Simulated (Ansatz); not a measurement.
Gas-phase electronic energies from Ansatz, PBE0-D4/def2-TZVP geometries. CBS: MP2 limit from def2 TZ/QZ plus the TZ coupled-cluster correction, frozen cores. Functionals use def2-TZVPP. B3LYP here is the variant with VWN-RPA as its local correlation; programs differ in this. Elements past krypton have def2 core potentials. For In outer-core shells are correlated without core-valence functions, which leaves a few kJ/mol of doubt a bond. One conformer a species, not always the lowest.

Reaction (substitution at a C–Si bond): `C[Si](C)(Cl)Cl` + `[OH][In]([OH])[SH]` → `C[O][In]([OH])[SH]` + `C[SiH](Cl)Cl`

`C[Si](C)(Cl)Cl`:

Cartesian coordinates in Å:
```
C 0.884 -0.527 1.229
Si -0.434 0.350 0.270
C -0.349 0.095 -1.561
Cl -2.271 -0.292 0.939
Cl -0.298 2.367 0.659
H 1.872 -0.184 0.914
H 0.773 -0.332 2.297
H 0.817 -1.605 1.064
H 0.606 0.455 -1.950
H -1.153 0.639 -2.061
H -0.448 -0.967 -1.800
```

`[OH][In]([OH])[SH]`:

```xyz
7

O     1.719   -1.107    0.039
In    0.047   -0.055   -0.039
O    -0.239    1.115    1.524
S    -1.539   -0.112   -1.788
H     1.855   -1.674   -0.724
H     0.479    1.041    2.159
H    -2.322    0.791   -1.172
```

`C[O][In]([OH])[SH]`:

Z-matrix (Å, degrees):
```
C
O 1 1.409
H 1 1.095 2 108.5
H 1 1.097 2 113.5 3 119.8
H 1 1.097 2 111.3 3 -118.5
In 2 1.970 1 121.7 3 -151.3
S 6 2.362 2 119.9 1 -176.1
O 6 1.978 2 113.7 1 5.0
H 7 1.345 6 91.9 2 0.9
H 8 0.960 6 113.4 2 178.3
```

`C[SiH](Cl)Cl`:

Z-matrix (Å, degrees):
```
C
Si 1 1.847
H 1 1.093 2 110.1
H 1 1.093 2 110.1 3 120.0
H 1 1.092 2 110.4 3 -120.0
Cl 2 2.049 1 109.8 3 179.8
Cl 2 2.049 1 109.8 3 60.2
H 2 1.477 1 113.5 3 -60.0
```

| level | ΔE (kJ/mol) | difference from CCSD(T)/CBS |
| --- | --- | --- |
| PBE-D4 | 116.2 | -3.0 |
| r2SCAN-D4 | 119.3 | 0.1 |
| PBE0-D4 | 119.1 | -0.1 |
| B3LYP-D4 | 113.0 | -6.2 |
| ωB97X-V | 114.0 | -5.2 |
| ωB97M-V | 120.4 | 1.2 |
| B2PLYP | 113.4 | -5.8 |
| PBE | 113.1 | -6.1 |
| r2SCAN | 118.5 | -0.7 |
| PBE0 | 116.3 | -2.9 |
| B3LYP | 107.9 | -11.3 |
| HF/def2-TZVPP | 102.1 | -17.1 |
| MP2/def2-TZVPP | 124.6 | 5.4 |
| SCS-MP2/def2-TZVPP | 115.6 | -3.6 |
| CCSD/def2-TZVPP | 115.1 | -4.1 |
| CCSD(T)/def2-TZVPP | 116.2 | -3.0 |
| HF/def2-QZVPP | 101.3 | -17.9 |
| MP2/def2-QZVPP | 126.2 | 7.0 |
| SCS-MP2/def2-QZVPP | 117.4 | -1.8 |
| HF/CBS(def2) | 101.2 | -18.0 |
| MP2/CBS(def2) | 127.7 | 8.5 |
| CCSD/CBS(def2) | 118.1 | -1.1 |
| CCSD(T)/CBS | 119.2 | 0 |

Largest T1 diagnostic among the species: 0.016.

In def2-TZVPP, CCSD(T) changes the Hartree–Fock value by +14.1 kJ/mol (the triples alone add +1.1 kJ/mol) and MP2 by +22.6 kJ/mol. From PBE to PBE0 (25 % exact exchange), in def2-TZVPP and without D4, ΔE moves by +3.2 kJ/mol.
